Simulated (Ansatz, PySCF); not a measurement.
The pair A = NH3 (SMILES N) (first 4 atoms), B = CH2F2 (SMILES FCF); geometry from B3LYP-D3(BJ)/def2-TZVP.
(charge 0, multiplicity 1):
```xyz
9

N     -0.0090    -0.0988    -0.1190
H     -1.0216    -0.0822    -0.1719
H      0.3188     0.8328    -0.3489
H      0.3213    -0.7233    -0.8461
F     -1.0453    -0.4692     3.6103
C      0.2775    -0.3639     3.2759
F      0.7269     0.8550     3.7043
H      0.3679    -0.4130     2.1900
H      0.8276    -1.1387     3.8133
```

Cores are frozen in the correlated methods. CBS(a, b) extrapolates the correlation energy as X⁻³ and adds the Hartree–Fock energy of set b. MP2 and its Hartree–Fock in aug-cc-pVTZ are density fitted.

Programs: Ansatz (a quantum-chemistry and plane-wave program); PySCF for the dispersion terms. Values without a source in brackets are computed.

The monomers are drawn apart, rigid, along the line of their centres of mass. Counterpoise-corrected interaction energies (kcal/mol):

| level | R = 4.668 Å | R = 5.613 Å |
|---|---|---|
| PBE/def2-TZVPPD | -1.6653 | -0.7616 |
| PBE-D3(BJ)/def2-TZVPPD | -1.8751 | -0.8331 |
| wB97M-V/def2-TZVPPD | -1.7897 | -0.8444 |
| MP2/CBS(aug-cc-pVDZ, aug-cc-pVTZ) + ΔCCSD(T)/aug-cc-pVDZ | -1.8005 | -0.8370 |

R is the distance of the centres of mass. Find the local exponent m of E ∝ R⁻ᵐ between the two points.


m = ln(E₁/E₂)/ln(R₂/R₁): PBE/def2-TZVPPD 4.2; PBE-D3(BJ)/def2-TZVPPD 4.4; wB97M-V/def2-TZVPPD 4.1; MP2/CBS(aug-cc-pVDZ, aug-cc-pVTZ) + ΔCCSD(T)/aug-cc-pVDZ 4.2. For scale, two fixed dipoles give m = 3, dipole and quadrupole 4, quadrupoles 5, and dispersion or dipole-induced dipole 6 at long range; at these distances several terms mix, and what is left of overlap and damping shifts m, so it need not match one of them.
